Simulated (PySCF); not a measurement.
C₆H₈FP₃.
SMILES: `CCc1pc(C)pc(F)p1`

Level of theory: TDDFT CAM-B3LYP/def2-SVPD, vertical, gas phase, core orbitals frozen in the response in PySCF 2.14.0, density-fitted response routines. The structure is a single PBE0-D3(BJ)/def2-SVP conformer in the gas phase; no vibrational or solvent corrections. Torsions of this conformer, `[CH3:1][CH2:2][c:3]1[p:4][c:5]([CH3:6])[p:7][c:8]([F:9])[p:10]1`: C1–C2–C3–P4 89°.

Broadening: Gaussians 0.5 eV wide at half height, area fixed by f = 4.319×10⁻⁹ ∫ε dν̃. The width is an assumption, not a result. The curve ends short of the highest state used, and states not computed would add to its high-energy end.

```
λ (nm)  ε (L mol⁻¹ cm⁻¹)
 217.6                17
 225.2                28
 232.8               461
 240.4              3435
 248.0             12801
 255.6             26653
 263.2             34038
 270.8             28897
 278.4             17631
 286.1              8505
 293.7              4031
 301.3              2357
 308.9              1671
 316.5              1205
 324.1               833
 331.7               580
 339.3               434
 346.9               348
 354.5               282
 362.1               218
 369.7               158
 377.3               106
 384.9                66
 392.5                38
 400.1                21
 407.7                11
 415.3                 5
 422.9                 3
 430.5                 1
 438.2                 1
```

Problem. Where are the band maxima, and which computed states make them?

Solution. 264 nm (4.70 eV), ε about 34000, made up of S7 (46%) and S8 (54%) (ε in L mol⁻¹ cm⁻¹; maxima over ε = 5, shares over 10%). At its high-energy end, 5.70 eV, the curve is still rising (ε about 17, from S9). The states used: S1 3.58 eV (f 0.0050); S2 4.00 eV (f 0.0004); S3 4.09 eV (f 0.025); S4 4.15 eV (f 0.0002); S5 4.20 eV (f 0.0044); S6 4.26 eV (f 0.0003); S7 4.69 eV (f 0.292); S8 4.71 eV (f 0.340); S9 6.20 eV (f 0.0046); S10 6.30 eV (f 0.0002).

Problem. Coming from long wavelengths, where does ε first pass 100 L mol⁻¹ cm⁻¹?

Solution. At about 378 nm (3.28 eV), 0.30 eV below S1.

Problem. On this curve, what absorbance would a 10⁻⁵ mol/L sample give at 280 nm over a 1 cm path?

Solution. 280 nm is 4.428 eV, where ε is about 15000 L mol⁻¹ cm⁻¹, so A = ε c l ≈ 0.15 (Beer–Lambert, with the gas-phase spectrum and the assumed width).

Problem. Does any computed singlet lie in the visible range?

Solution. No computed singlet lies in the visible range (380 to 750 nm); the lowest, at 346 nm, stands 0.32 eV above its violet end (3.26 eV); a Tamm–Dancoff triplet lies at 511 nm, without intensity as long as spin–orbit coupling is left out.

All these states lie below the vertical ionisation energy of 8.80 eV (ΔSCF).
